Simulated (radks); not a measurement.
Values are calculated unless marked as measured or tabulated.
Species: the nickel ion Ni2+. Configuration: [Ne] 3s1 3p6 3d8 4f1 (not the ground configuration). Code: a radial shooting solver on a logarithmic mesh with Libxc functionals. Model: scalar-relativistic Kohn-Sham, r2SCAN, spin-polarised, spherical densities, finite nucleus; open shells are filled with parallel spins first; meta-GGA in the generalised Kohn-Sham scheme; Fermi nuclear charge, rms radius 3.7757 fm.

Normalised radial functions P(r) = r R(r), r in bohr:

r	3p down	3d up
0.005027	0.0064	0.0000
0.007805	0.0145	0.0001
0.01212	0.0322	0.0004
0.01882	0.0695	0.0014
0.02922	0.1431	0.0047
0.04537	0.2725	0.0150
0.071	0.4612	0.0462
0.1102	0.6258	0.1263
0.1712	0.5604	0.2998
0.2658	0.0355	0.5900
0.4127	-0.7943	0.9145
0.6408	-1.2284	1.0551
0.995	-0.8828	0.8528
1.557	-0.3026	0.4539
2.418	-0.0413	0.1415
3.755	-0.0014	0.0194
5.83	0.0000	0.0007
9.052	0.0000	0.0000
14.06	0.0000	0.0000

3p down: eigenvalue -106.03 eV, 1 radial node at r = 0.271 bohr, <r> = 0.772 bohr, 90 % of the charge inside 1.19 bohr. 3d up: eigenvalue -45.277 eV, 0 radial nodes, <r> = 0.872 bohr, 90 % of the charge inside 1.46 bohr.

Empty levels of this run are not shown, since the potential may be unsettled where no density lies.
